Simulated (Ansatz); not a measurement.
```xyz
8

O    -0.9386    0.1220   -1.6603
Si   -0.6323    0.2743   -0.0804
Br   -2.1945    1.5282    0.7617
O    -0.1351   -1.0410    0.7788
C     0.9543   -0.0771    0.7038
F     1.9920   -0.5559   -0.0342
H    -0.3654   -0.4718   -2.1538
H     1.3195    0.2214    1.6844
```

Charge 0, multiplicity 1.

**Question.** List the B3LYP/def2-TZVPP orbital energies in eV (the Gaussian-basis code of Ansatz). (Best estimate.)

**Answer.** The calculation gave: Occupied: -13139.84, -1801.23, -1701.49, -1533.19, -1533.13, -1533.13, -671.95, -521.75, -521.19, -280.33, -237.27, -178.14, -177.95, -177.94, -145.58, -100.93, -100.91, -100.88, -72.43, -72.37, -72.36, -72.21, -72.21, -33.49, -28.88, -28.32, -22.01, -18.17, -16.23, -14.75, -14.52, -13.59, -12.14, -11.65, -11.21, -10.90, -10.37, -9.59, -9.16, -8.85, -7.57. Lowest empty: -0.86, 0.22, 0.50, 1.58, 1.85, 2.32, 2.69, 3.46.

B3LYP here is the variant with VWN-RPA as its local correlation; programs differ in this.
